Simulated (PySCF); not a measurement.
# Vertical excitation energies

Compound: C2H7BO4S.
InChI=1S/C2H7BO4S/c1-8(6,7)2-3(4)5/h4-5H,2H2,1H3

Computed, not measured: TDDFT CAM-B3LYP/def2-SVPD, vertical, gas phase, core orbitals frozen in the response in PySCF. The structure is a single PBE0-D3(BJ)/def2-SVP conformer in the gas phase; no vibrational or solvent corrections. Torsions of this conformer, `[CH3:1][S:2](=[O:3])(=[O:4])[CH2:5][B:6]([OH:7])[OH:8]`: C1–S2–C5–B6 69°, S2–C5–B6–O7 -153°, H–O7–B6–C5 -178°, H–O8–B6–C5 1°.

Question: What does the calculation give for the low-lying excited states?

Answer: 

```tsv
state	E (eV)	E (kJ/mol)	λ (nm)	f	|μ| (D)	main configurations (H = HOMO, L = LUMO)
S1	7.86	758	157.8	0.018	0.77	H→L (57%), H→L+1 (24%)
S2	8.28	799	149.8	0.013	0.64	H-1→L (59%), H-1→L+1 (17%)
S3	8.38	808	148.0	0.051	1.26	H→L+2 (43%), H→L+3 (19%), H→L+5 (10%)
S4	8.40	810	147.6	0.0034	0.33	H-4→L (32%), H-3→L (23%), H-2→L (21%)
S5	8.46	816	146.6	0.062	1.39	H→L+5 (40%), H→L (26%)
S6	8.62	832	143.8	0.0027	0.29	H-2→L (31%), H-2→L+1 (18%), H-3→L (10%)
```

The lowest singlet lies at 7.86 eV (158 nm, vacuum ultraviolet) and is weak; its leading configuration is HOMO→LUMO (57%). The strongest level in the table is S5 at 8.46 eV (147 nm, f = 0.062). Löwdin shares by element: HOMO oxygen 56% or more, carbon 13% or more, sulfur 12% (atoms not listed hold the other 19%); LUMO boron 41%, oxygen 11% or more, sulfur 8%, hydrogen 6% or more (atoms not listed hold the other 33%). Of the 6 states listed, 4 reach f = 0.01 and none stays under 0.0005. The oscillator strengths of these states sum to 0.149; summed over the whole spectrum of an exact calculation they would give the number of electrons, 72 (Thomas–Reiche–Kuhn). Orbital energies (eV): HOMO-3 -11.20, HOMO-2 -10.97, HOMO-1 -10.51, HOMO -10.16, LUMO 0.38, LUMO+1 1.13, LUMO+2 1.47. The window holds the lowest 6 singlets.

Rough CPU time on one thread of a shared machine: about 2.7 min.
